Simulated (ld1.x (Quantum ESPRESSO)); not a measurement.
**rubidium (Rb), PAW: configuration errors across variants**

* Element: Rb
* Generator: ld1.x (Quantum ESPRESSO) 7.5
* Type: PAW
* Functional: LDA (PZ)
* Relativity: fully relativistic
* Frozen core: [Ar] 3d10
* Valence charge: 9
* Reference configuration: 4s2 4p6 5s1 5p0
* Partial waves: 4s (bound): rcut 2.05, rcutus 2.25 bohr; 5s (bound): rcut 2.05, rcutus 2.25 bohr; 4p (bound): rcut 2.90, rcutus 3.05 bohr; 5p (bound, empty): rcut 2.90, rcutus 3.05 bohr; 4d channel at 0.4 Ry: rcut 2.45, rcutus 3.05 bohr
* Local potential: all-electron potential smoothed inside 2.60 bohr (lloc = -1)
* Core correction: Bessel-smoothed model core, default radius (core density twice the valence density)
* Augmentation charge: BESSEL, radius 1.90 bohr

Open shells are filled in proportion to 2j + 1 (rel_dist='average').

All-electron excitation energies from the reference (eV): (1) 4s2 4p6 5s0 5p0 4.277; (2) 4s2 4p6 5s0.5 5p0 1.659; (3) 4s2 4p6 5s0 5p1 1.620.

Tests that are not counted but printed errors over 1 eV. “all radii but the core radius scaled by about 1.40 (s 3.14, p 4.26, d 4.26 bohr, rcut 2.86/4.06/3.42); local potential all-electron potential smoothed inside 3.64 bohr (lloc = -1); augmentation BESSEL, radius 2.66 bohr”: 4s2 4p6 5s0 5p0 (solver errors, printed error -455 eV).

3 further variants failed, have other tests or another functional or relativity, and are left out.

Errors AE − PS in meV (a dash: test not solved or not reliable):

```csv
change,(1),(2),(3),bound ghosts
base,-0.8,-0.3,-0.4,not determined
"wave 4d channel at 0.4 Ry: rcut 2.45, rcutus 3.05 bohr becomes 4d channel at 2.13 Ry: rcut 2.45, rcutus 3.05 bohr",-0.8,-0.3,-0.4,not determined
local potential all-electron potential smoothed inside 1.95 bohr (lloc = -1),–,–,–,not determined
"waves 4p (bound): rcut 2.90, rcutus 3.34 bohr; 5p (bound): rcut 2.90, rcutus 3.34 bohr",-0.9,-0.4,+11,not determined
"wave 4d channel at 0.4 Ry: rcut 2.45, rcutus 3.05 bohr becomes 4d channel at 0.4 Ry: rcut 2.45, rcutus 3.76 bohr",-0.8,-0.3,-0.4,not determined
"all radii but the core radius scaled by about 1.40 (s 3.14, p 4.26, d 4.26 bohr, rcut 2.86/4.06/3.42); local potential all-electron potential smoothed inside 3.64 bohr (lloc = -1); augmentation BESSEL, radius 2.66 bohr",–,–,–,not determined
```

Q: Give the same row for: waves 4s (bound): rcut 2.05, rcutus 3.06 bohr; 5s (bound): rcut 2.05, rcutus 3.06 bohr.

A: +0.4, 0.0, +3.5; bound ghosts: not determined.
